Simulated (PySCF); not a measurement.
Silanone, SMILES O=[SiH2] (H2OSi) (B3LYP/def2-SVP optimised geometry):

```
4

Si    -0.314     0.056     0.000
O     -1.176     1.328     0.000
H     -0.868    -1.328     0.000
H      1.176     0.056     0.000
```

Level of theory: B3LYP/def2-TZVP in PySCF.

Problem. What are the frontier orbital energies and the dipole moment?

Solution. HOMO-2 -9.79 eV, HOMO-1 -8.82 eV, HOMO -7.99 eV, LUMO -2.49 eV, LUMO+1 -0.49 eV; dipole moment 3.73 D.

On the same geometry PBE/def2-TZVP in PySCF 2.14.0 gives HOMO-2 -8.47 eV, HOMO-1 -7.79 eV, HOMO -6.73 eV, LUMO -3.15 eV, LUMO+1 -1.12 eV; dipole moment 3.43 D.

Meta-Löwdin charges at B3LYP/def2-TZVP: Si1 0.96, O2 -0.75, H3 -0.11, H4 -0.11.
